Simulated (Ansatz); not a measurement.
```yaml
crystal:
  periodic: [false, false, false]
  atoms:
    - {symbol: C, position_ang: [1.782896, 0.005442, -0.116809]}
    - {symbol: C, position_ang: [-0.896935, 1.541382, -0.110867]}
    - {symbol: C, position_ang: [-0.887100, -1.547492, -0.104555]}
    - {symbol: Si, position_ang: [0.001612, 0.001017, 0.492677]}
    - {symbol: H, position_ang: [0.006677, 0.004138, 1.994525]}
    - {symbol: H, position_ang: [2.326195, 0.891527, 0.247909]}
    - {symbol: H, position_ang: [1.818496, 0.016381, -1.218331]}
    - {symbol: H, position_ang: [2.324569, -0.888801, 0.230080]}
    - {symbol: H, position_ang: [-1.937870, 1.561438, 0.248765]}
    - {symbol: H, position_ang: [-0.918825, 1.574211, -1.212273]}
    - {symbol: H, position_ang: [-0.399425, 2.457485, 0.244831]}
    - {symbol: H, position_ang: [-1.930085, -1.569298, 0.249032]}
    - {symbol: H, position_ang: [-0.387771, -2.458779, 0.260846]}
    - {symbol: H, position_ang: [-0.902425, -1.588641, -1.205820]}
basis:
  gaussian: {orbitals: STO-3G}
hamiltonian: {xc: {name: wB97X-V}}
scf: {omitted_lower_state_checks: [starts]}
output: {forces: true}
```

```sh
$ ansatz run in.yaml --threads 2 --pin off --events-out ev --progress --plain --max-ram 4352MiB
```

Shortened log:

```
Functional definition: wB97X-V
443 factors; integrals over basis functions are off by at most 3.8e-5 eV
197 factors; integrals over basis functions are off by at most 2.2e-6 eV
mean field evaluation 1: about -11021.6910 eV, gradient 1.0e1 eV
mean field evaluation 2: about -11022.1006 eV, gradient 2.7e0 eV
mean field evaluation 4: about -11022.1264 eV, gradient 1.7e-1 eV
mean field evaluation 8: about -11022.0400 eV, gradient 4.9e-4 eV
mean field -11022.04001503 eV, -405.0524995454 hartree, gradient 4.1e-6 eV, S^2 0.000000; 0 other end points of the search recorded, 0 dependent functions left out
reference -11022.04001368 eV, -405.0524994958 hartree; 21, 21 occupied and 13, 13 virtual orbitals, 443 factors
Total energy: -11022.04001368 eV, -405.0524994958 hartree
Atom 0 at     1.782896     0.005442    -0.116809 Å, force    -0.134195    -0.001074    -0.031454 eV/Å
Atom 1 at    -0.896935     1.541382    -0.110867 Å, force     0.068098    -0.116504    -0.031920 eV/Å
Atom 2 at    -0.887100    -1.547492    -0.104555 Å, force     0.066973     0.116767    -0.034791 eV/Å
Atom 3 at     0.001612     0.001017     0.492677 Å, force     0.005098     0.002608     1.246771 eV/Å
Atom 4 at     0.006677     0.004138     1.994525 Å, force    -0.005205    -0.003419    -1.395529 eV/Å
Atom 5 at     2.326195     0.891527     0.247909 Å, force    -0.116083    -0.209738    -0.099283 eV/Å
Atom 6 at     1.818496     0.016381    -1.218331 Å, force     0.048457    -0.003260     0.275347 eV/Å
Atom 7 at     2.324569    -0.888801     0.230080 Å, force    -0.115977     0.213495    -0.093557 eV/Å
Atom 8 at    -1.937870     1.561438     0.248765 Å, force     0.239349     0.006898    -0.096749 eV/Å
Atom 9 at    -0.918825     1.574211    -1.212273 Å, force    -0.023549     0.040824     0.274049 eV/Å
Atom 10 at    -0.399425     2.457485     0.244831 Å, force    -0.124096    -0.205262    -0.095679 eV/Å
Atom 11 at    -1.930085    -1.569298     0.249032 Å, force     0.240941    -0.006740    -0.094180 eV/Å
Atom 12 at    -0.387771    -2.458779     0.260846 Å, force    -0.124952     0.203958    -0.098155 eV/Å
Atom 13 at    -0.902425    -1.588641    -1.205820 Å, force    -0.024858    -0.038554     0.275130 eV/Å
Dipole moment:    -0.000097    -0.000053    -0.028688 e Å
Checks for a lower state left out: starts
```

Hardware: 2 threads of AMD EPYC 9R45 on a shared host. Wall time 2 s.
